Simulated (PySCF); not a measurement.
Work out the structure from these simulated measurements.

Elements present: Al, C, H and O. Monoisotopic mass: 88.0469 u.

| Property | Result |
| --- | --- |
| XPS | C1s 290.5 (×2), C1s 292.1, O1s 537.2, Al1s 1567.1 eV [ΔSCF SCAN, pcX-2 on the ionised atom, pcseg-1 elsewhere, spin-free X2C] |
| NMR, other nuclei | isotropic shieldings of nuclei other than C and H, by class: 174 (1 O), 381 (1 Al) ppm [GIAO B3LYP/pcSseg-1 (pcSseg-2 on Al)] |
| Triplet | lowest triplet excitation (Tamm–Dancoff): 5.20 eV [TDA CAM-B3LYP/def2-SVPD] |
| Dipole | 1.12 D [CAM-B3LYP/def2-SVPD] |
| 13C NMR | chemical shifts (computed TMS as zero) by class: 70.5 (1 C), 30.8 (2 C) ppm [GIAO B3LYP/pcSseg-1 (pcSseg-2 on Al)] |
| UV, strongest line | among the 15 lowest singlet transitions: S11 at 8.60 eV (144 nm, f = 0.140) [TDDFT CAM-B3LYP/def2-SVPD] |
| 1H NMR | chemical shifts (computed TMS as zero) by class: 4.56 (2 H), 4.18 (1 H), 1.25 (6 H) ppm [GIAO B3LYP/pcSseg-1 (pcSseg-2 on Al)] |
| Polarisability | 69.2 au [CAM-B3LYP/def2-SVPD] |
| UV, first state | lowest singlet excitation: 5.58 eV (222 nm, f = 0.001) [TDDFT CAM-B3LYP/def2-SVPD] |
| Rotational structure | rotational constants A, B, C: 6.810, 2.357, 2.014 GHz [PBE0-D3(BJ)/def2-SVP] |

The electronic properties come from PySCF, for the isolated species, density fitting. Levels stand in brackets. Geometry: PBE0-D3(BJ)/def2-SVP, one conformer, isolated molecule. NMR classes are plain means over equivalent atoms (diastereotopic ones count apart unless rotation or inversion swaps them), as if these changed places fast.

Question: Which formula fits the mass and the elements?

Answer: C3H9AlO (calculated 88.0469). No other formula that holds each of these elements comes within 0.0003 u with a fitting electron parity and a possible valence count.

Question: Propose a structure and show how it fits.

Answer: 3 carbons fall into 2 classes; from least to most shielded: carbon bonded to 2 C, O and H (70.5 ppm), carbon bonded to C and 3 H (30.8 ppm, 2 C). Hydrogen classes from least to most shielded: 2 H on an aluminium bonded to O and 2 H (4.56 ppm), 1 H on a carbon bonded to 2 C, O and H (4.18 ppm), 6 H on 2 like atoms (carbon bonded to C and 3 H) (1.25 ppm, a mean of values up to 0.8 ppm apart in this geometry). The other shieldings belong to: 174 ppm, oxygen bonded to Al and C; 381 ppm, aluminium bonded to O and 2 H. The core levels belong to: C1s 290.5 eV, carbon bonded to C and 3 H; C1s 292.1 eV, carbon bonded to 2 C, O and H; O1s 537.2 eV, oxygen bonded to Al and C; Al1s 1567.1 eV, aluminium bonded to O and 2 H. One atom of each topological class was ionised and stands for its class. The optimised geometry has point group C1 and is an asymmetric top. Structure: AlH2(OiPr), `[H][Al]([H])[O]C(C)C`. The assignments are read from this structure; whether some other isomer fits the data as well wasn't checked.
